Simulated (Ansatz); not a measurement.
Calculation: Ansatz (an electronic-structure program) with frozen-core CCSD(T)/cc-pVTZ // r2SCAN-D4/def2-TZVP.

Ansatz 0.2 input:
```yaml
crystal:
  periodic: [false, false, false]
  atoms:
    - { symbol: C, position_ang: [-1.475529, -0.048115, 0.208418] }
    - { symbol: N, position_ang: [-0.57894, -0.112059, -0.680838] }
    - { symbol: B, position_ang: [0.804789, -0.007242, -0.550061] }
    - { symbol: N, position_ang: [2.050534, 0.057149, -0.653648] }
    - { symbol: H, position_ang: [-1.273933, 0.109076, 1.276238] }
    - { symbol: H, position_ang: [-2.525867, -0.152939, -0.077629] }
    - { symbol: H, position_ang: [2.998942, 0.15413, -0.377585] }
basis:
  gaussian: { orbitals: cc-pVTZ }
correlation:
  method: ccsd_t
```

Output:

```
Functional definition: HF
947 factors; integrals over basis functions are off by at most 1.3e-3 eV
mean field evaluation 1: about -4710.4240 eV, gradient 4.4e1 eV
mean field evaluation 2: about -4710.4273 eV, gradient 4.4e1 eV
mean field evaluation 4: about -4714.5850 eV, gradient 3.7e0 eV
mean field evaluation 8: about -4714.6425 eV, gradient 1.7e-1 eV
mean field evaluation 16: about -4714.6327 eV, gradient 1.4e0 eV
mean field -4714.64271806 eV, -173.2599241890 hartree, gradient 3.7e-6 eV, S^2 0.000000; 0 other end points of the search recorded, 0 dependent functions left out
4 core orbitals not correlated
reference -4714.64271806 eV, -173.2599241890 hartree; 10, 10 occupied and 148, 148 virtual orbitals, 947 factors
second order -17.64946289 eV of doubles, -0.00000000 eV of singles
cycle   1  -17.50294801 eV  change    1.5e-1 eV  update   1.1e-1
cycle   2  -17.98196522 eV  change   -4.8e-1 eV  update   3.5e-2
cycle   3  -18.11678688 eV  change   -1.3e-1 eV  update   2.1e-2
cycle   4  -18.11045509 eV  change    6.3e-3 eV  update   6.6e-3
cycle   5  -18.10585299 eV  change    4.6e-3 eV  update   3.8e-3
cycle   6  -18.10834780 eV  change   -2.5e-3 eV  update   1.4e-3
cycle   7  -18.10802501 eV  change    3.2e-4 eV  update   6.2e-4
cycle   8  -18.10783983 eV  change    1.9e-4 eV  update   2.2e-4
cycle   9  -18.10789510 eV  change   -5.5e-5 eV  update   7.9e-5
cycle  10  -18.10789065 eV  change    4.5e-6 eV  update   2.7e-5
cycle  11  -18.10787715 eV  change    1.4e-5 eV  update   1.0e-5
perturbative correction -0.88697296 eV, -0.0325956551 hartree
Total energy: -4733.63756816 eV, -173.9579720552 hartree
```

Cost: roughly 50 core-seconds.
